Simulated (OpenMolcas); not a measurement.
Computed levels of 4f12 in ions with 66 electrons, in cm-1 above 3H6.

```
Program             : OpenMolcas
Method              : XMS-CASPT2, IPEA 0.25 Eh, imaginary shift 0.1 Eh
Basis               : ANO-RCC-VTZP
Scalar Hamiltonian  : DKH2, point nucleus
Spin-orbit coupling : RASSI with atomic mean-field integrals over the reference wave functions, term energies averaged over their components
```

Active space for each ion: 12 electrons in 7 orbitals (4f); closed shells correlated by CASPT2: 5s 5p.

```csv
Level,Er2+,Yb4+
3F4,5310,6610
3H5,7090,9650
3H4,11070,14780
3F3,13010,17210
3F2,13950,18140
1G4,18640,24630
1I6,33960,42450
3P1,35020,45050
3P0,36160,46600
```

**Question.** Estimate 3H4, 3F4, 3F3 for Tm3+ from its neighbours Er2+ and Yb4+.

**Answer.** 3H4 is fine structure, which grows about as the fourth power of a screened charge, so the fourth roots are averaged: ((11070^0.25 + 14780^0.25) / 2)^4 = 12825. The calculation gives 12820, so the estimate is off by 0 %; the measured value is 12547 (the list in Tchang-Brillet, Wyart, Meftah and Ait Mammar, Atoms 6, 52 (2018)).
3F4 is another term, which grows about linearly with the charge: (5310 + 6610) / 2 = 5960. The calculation gives 5840, so the estimate is off by +2.1 %; the measured value is 5634 (the list in Tchang-Brillet, Wyart, Meftah and Ait Mammar, Atoms 6, 52 (2018)).
3F3 is another term, which grows about linearly with the charge: (13010 + 17210) / 2 = 15110. The calculation gives 14910, so the estimate is off by +1.3 %; the measured value is 14410 (the list in Tchang-Brillet, Wyart, Meftah and Ait Mammar, Atoms 6, 52 (2018)).

Mixed levels, with the weight of the term that names them: Er2+ 3F4 (60 %), Er2+ 3H4 (60 %), Er2+ 1G4 (59 %), Tm3+ 3F4 (60 %), Tm3+ 3H4 (58 %), Tm3+ 1G4 (57 %), Yb4+ 3F4 (59 %), Yb4+ 3H4 (57 %), Yb4+ 1G4 (55 %).

CASPT2 breaks the degeneracy within a term, and the mean is taken; among the terms shown or strongly mixed into the levels shown the widest spread is 550 cm-1 (4f12 1D, Er2+). Some high roots are left out of the spin-orbit mixing, which shifts the levels that they would mix with. The CASPT2 spread within a term exceeds the gap to the next term for 4f12 1I and 4f12 3P, so the order of their levels is uncertain (holds for Er2+). Measured partners are found by configuration, term and J. A level has none where our copy of the source lacks it or the pairing is in doubt (some pairs that miss far off the trend of their configuration count as doubtful), and it then counts in no deviation. Levels of configurations outside the active space are missing.
